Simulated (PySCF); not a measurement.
**Computed properties of 4,4-difluorobut-1-yne (C4H4F2), SMILES FC(CC#C)F**

4,4-difluorobut-1-yne (C₄H₄F₂), SMILES C(C(F)F)C#C. Geometry: B3LYP-D3(BJ)/def2-SVP. One conformer was computed; it need not be the lowest. All values are computed for the isolated molecule unless a solvent is named; none is compared with measurement here.

**Structure.** All 24 harmonic modes at B3LYP-D3(BJ)/def2-SVP (PySCF) are real, so it is a minimum. With heavy atoms numbered as in [CH:1]#[C:2][CH2:3][CH:4]([F:5])[F:6], the shortest bond between them is C1–C2 at 1.210 Å and the longest C3–C4 at 1.523 Å.

**Vibrations.** The strongest infrared lines (harmonic, unscaled, degenerate partners summed) lie at 1125 cm⁻¹ (179 km/mol, C 58 %, F 31 %, H 10 %), 1150 cm⁻¹ (118 km/mol, C 48 %, H 30 %, F 22 %), 3471 cm⁻¹ (70 km/mol, H 85 %, C 15 %). The softest mode is at 89 cm⁻¹ and the zero-point energy is 44.1 kcal/mol.

**Electronic structure.** ωB97X/def2-TZVP (PySCF) places the frontier levels at -10.59 and 2.78 eV, a gap of 13.37 eV, and gives a dipole moment of 1.79 D and a mean polarisability of 45.7 bohr³. PBE/def2-TZVP (PySCF) at the same geometry gives -6.89 and -0.41 eV, so its gap is 6.89 eV narrower. An orbital gap is neither the optical nor the fundamental gap.

**Excitations.** TDA-B3LYP/def2-SVPD (PySCF) has S1 at 6.52 eV (190 nm, f = 0.000, dark); the most intense of the 10 singlets computed lies at 7.54 eV (f = 0.04). T1 (TDA) is at 5.35 eV, 1.17 eV under S1. TDA-PBE/def2-SVPD (PySCF) puts S1 at 6.53 eV. No vertical singlet excitation falls in the visible range (under 3.1 eV).

**NMR.** GIAO shifts at PBE0/pcSseg-1 (PySCF) (non-relativistic, atoms alike by connectivity averaged): ¹³C from 30.2 to 121.6 ppm against TMS; ¹H from 2.3 to 6.1 ppm against TMS; ¹⁹F at -134.6 ppm against CFCl3.
